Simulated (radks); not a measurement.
Results of a calculation; reference values are marked as such.
Q: Ionisation of neutral zinc, [Ar] 3d10 4s2, to Zn+, [Ar] 3d10 4s1, under several functionals. Dirac Kohn-Sham, spin-unpolarised, spherical densities, finite nucleus; a radial shooting solver on a logarithmic mesh with Libxc functionals. Known Delta-SCF values: SOGGA 9.765 eV. What does BP86 give, and what is its highest occupied eigenvalue?

A: 10.086 eV by Delta-SCF; the 4s1/2 eigenvalue is -6.161 eV. NIST: 9.394 eV (measured).

Beside tabulated values, note that spin-unpolarised runs miss the spin-polarisation part of the exchange energy of open shells.
